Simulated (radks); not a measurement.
Spherical quantum dot in the effective-mass picture: electrons in a parabolic well V = omega^2 r^2 / 2 with omega = 2.09, with a point charge +1 (a donor) at the centre, all in effective atomic units (hartree* = m*/eps^2 hartree, bohr* = eps/m* bohr), one dielectric constant everywhere. Calculated with a radial shooting solver with Libxc functionals: non-relativistic Kohn-Sham, r2SCAN, spin-polarised, spherical densities, generalised Kohn-Sham scheme. Levels are named by radial order and angular momentum (1s, 1p, 1d, 2s, ...), and open shells are averaged over m. Results are scaled to m* = 0.289 and eps = 12.7, for which hartree* = 48.76 meV and bohr* = 2.325 nm.

N = 34, configuration 1s2 1p6 1d10 2s2 1f14. This is the lowest configuration that the search found. Occupied and some empty levels:

level  occupation  eigenvalue (meV)  <r> (nm)
1s              2            1119.0     2.228
1p              6            1185.5     3.255
2s              2            1231.3     3.341
1d             10            1243.8     3.825
1f             14            1305.0     4.239
2p              0            1311.8     3.724
1g              0            1370.1     4.577
2d              0            1386.2     4.122

Energy (meV): total 27404.6, kinetic 3807.5, external 9218.3, Hartree 15555, exchange-correlation -1176.6.

Electron density:

r (nm)  n(r) (e/nm^3)
0.356          0.1747
0.951          0.1004
1.55          0.06691
2.14          0.06341
2.73          0.07214
3.33          0.07517
3.93          0.06331
4.52          0.04068
5.12          0.01933
5.71         0.006642
6.30         0.001639
6.90        0.0002874
7.49       0.00003617
